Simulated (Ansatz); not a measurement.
Steps of a relaxation of `[SiH3]C1=C(Br)C1` with RKS PBE0-D4/def2-TZVP.

```sh
$ ansatz run in.yaml --threads 4 --pin off --events-out ev --progress --plain --max-ram 10444MiB
```

```yaml
crystal:
  periodic: [false, false, false]
  atoms:
    - {symbol: Si, position_ang: [-1.621544, -0.555443, 0.217403]}
    - {symbol: C, position_ang: [0.098115, 0.034838, -0.130908]}
    - {symbol: C, position_ang: [1.084780, 0.420078, -0.913506]}
    - {symbol: Br, position_ang: [1.669312, 0.748648, -2.641710]}
    - {symbol: C, position_ang: [1.463236, 0.429730, 0.515490]}
    - {symbol: H, position_ang: [-2.326969, 0.442407, 1.094491]}
    - {symbol: H, position_ang: [-2.377341, -0.723597, -1.069359]}
    - {symbol: H, position_ang: [-1.561851, -1.869432, 0.947191]}
    - {symbol: H, position_ang: [2.116063, -0.370099, 0.921059]}
    - {symbol: H, position_ang: [1.539400, 1.391670, 1.062648]}
basis:
  gaussian: {orbitals: def2-TZVP}
hamiltonian: {xc: pbe0, dispersion: d4}
relax: {f_tol: 0.005, max_steps: 150}
```

Positions (Å) and forces (eV/Å) along the path, 5 of 5 steps:

```xyz
10
step=1 energy=-81100.1127 eV
Si   -1.622   -0.555    0.217   -0.012   -0.008    0.003
C     0.098    0.035   -0.131    0.989    0.373   -0.629
C     1.085    0.420   -0.914   -0.816   -0.341    0.928
Br    1.669    0.749   -2.642   -0.140   -0.075    0.374
C     1.463    0.430    0.515    0.046    0.016    0.000
H    -2.327    0.442    1.094    0.179   -0.202   -0.199
H    -2.377   -0.724   -1.069    0.177    0.043    0.269
H    -1.562   -1.869    0.947    0.016    0.291   -0.168
H     2.116   -0.370    0.921   -0.378    0.432   -0.249
H     1.539    1.392    1.063   -0.061   -0.530   -0.330
10
step=2 energy=-81100.1606 eV
Si   -1.613   -0.553    0.214    0.085    0.028   -0.008
C     0.098    0.034   -0.128    0.243    0.091   -0.131
C     1.071    0.414   -0.901   -0.170   -0.079    0.277
Br    1.645    0.739   -2.621   -0.045   -0.024    0.114
C     1.454    0.427    0.517   -0.017   -0.001   -0.056
H    -2.302    0.443    1.082    0.030   -0.057   -0.045
H    -2.356   -0.716   -1.064    0.034    0.007    0.066
H    -1.543   -1.854    0.934   -0.012    0.068   -0.038
H     2.099   -0.364    0.915   -0.118    0.120   -0.078
H     1.529    1.379    1.054   -0.030   -0.154   -0.100
10
step=3 energy=-81100.1650 eV
Si   -1.605   -0.550    0.214    0.026    0.008   -0.007
C     0.100    0.035   -0.127   -0.041   -0.016    0.027
C     1.069    0.413   -0.897    0.028    0.011   -0.016
Br    1.639    0.736   -2.614   -0.003   -0.002    0.003
C     1.452    0.426    0.516   -0.025   -0.007   -0.011
H    -2.296    0.439    1.079   -0.001    0.006    0.004
H    -2.347   -0.713   -1.060   -0.002    0.001   -0.007
H    -1.540   -1.849    0.931    0.003   -0.006    0.003
H     2.090   -0.362    0.912    0.010   -0.009    0.002
H     1.522    1.373    1.050    0.004    0.013    0.002
10
step=4 energy=-81100.1650 eV
Si   -1.605   -0.550    0.214    0.006    0.002   -0.002
C     0.100    0.034   -0.127   -0.002   -0.001    0.007
C     1.068    0.412   -0.896    0.005    0.002   -0.006
Br    1.638    0.735   -2.613   -0.002   -0.001    0.001
C     1.450    0.426    0.516   -0.005   -0.001   -0.005
H    -2.295    0.440    1.079   -0.001    0.000    0.001
H    -2.347   -0.712   -1.061   -0.001    0.000    0.000
H    -1.539   -1.849    0.930   -0.001   -0.001    0.000
H     2.090   -0.362    0.912    0.001   -0.001    0.002
H     1.522    1.374    1.049    0.000    0.002    0.002
10
step=5 energy=-81100.1650 eV
Si   -1.604   -0.550    0.213   -0.001    0.000   -0.001
C     0.100    0.034   -0.127    0.004    0.001    0.002
C     1.068    0.412   -0.896    0.000    0.000   -0.002
Br    1.638    0.734   -2.613   -0.001   -0.001    0.000
C     1.450    0.426    0.516   -0.002    0.000    0.000
H    -2.295    0.439    1.080    0.000    0.000    0.000
H    -2.347   -0.711   -1.061    0.000    0.001    0.000
H    -1.540   -1.849    0.930    0.000    0.000    0.000
H     2.090   -0.362    0.912    0.000    0.001    0.000
H     1.522    1.374    1.049    0.000    0.000    0.000
```

It took 27 s on 4 threads of an Arm Neoverse V1 on a shared host, with 0.64 GiB of host memory at the peak.
